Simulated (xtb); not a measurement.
xtb input (GFN-FF):

```bash
xtb mol.xyz --gfnff --opt tight --chrg 1 --uhf 0
```
mol.xyz:
```
3

In     0.00000000     0.00000000     0.00000000
Br    -0.00000000    -0.00000000    -2.36845066
Br     0.00000000     0.00000000     2.36845066
```

End of the output:

```
         :::::::::::::::::::::::::::::::::::::::::::::::::::::
         ::                     SUMMARY                     ::
         :::::::::::::::::::::::::::::::::::::::::::::::::::::
         :: total energy               1.322248621104 Eh    ::
         :: gradient norm              0.000102669043 Eh/a0 ::
         ::.................................................::
         :: bond energy               -0.080146766724 Eh    ::
         :: angle energy               0.000000000000 Eh    ::
         :: torsion energy             0.000000000000 Eh    ::
         :: repulsion energy           0.015472177921 Eh    ::
         :: electrostat energy         1.388240694103 Eh    ::
         :: dispersion energy         -0.001317484196 Eh    ::
         :: HB energy                  0.000000000000 Eh    ::
         :: XB energy                  0.000000000000 Eh    ::
         :: bonded atm energy          0.000000000000 Eh    ::
         :: external energy            0.000000000000 Eh    ::
         :: add. restraining           0.000000000000 Eh    ::
         :: total charge               1.000000000000 e     ::
         :::::::::::::::::::::::::::::::::::::::::::::::::::::

           -------------------------------------------------
          |                Property Printout                |
           -------------------------------------------------

molecular dipole:
                 x           y           z       tot (Debye)
 q only:       -0.000      -0.000       0.000       0.000
           -------------------------------------------------
          |                Geometry Summary                 |
           -------------------------------------------------

      molecular mass/u    :      274.6251422
   center of mass at/Å    :       -0.0000000      -0.0000000       0.0000000
  moments of inertia/u·Å² :        0.2768293E-31   0.1048200E+04   0.1048200E+04
rotational constants/cm⁻¹ :        0.6089540E+33   0.1608246E-01   0.1608246E-01

optimized geometry written to: xtbopt.xyz

           -------------------------------------------------
          | TOTAL ENERGY                1.322248621104 Eh   |
          | GRADIENT NORM               0.000102669043 Eh/α |
           -------------------------------------------------
########################################################################
[WARNING] Runtime exception occurred
-1- gfnff_setup: Could not read topology file.
########################################################################

------------------------------------------------------------------------
------------------------------------------------------------------------
 total:
 SCF:
 ANC optimizer:
```

It need not be the lowest isomer of its formula.
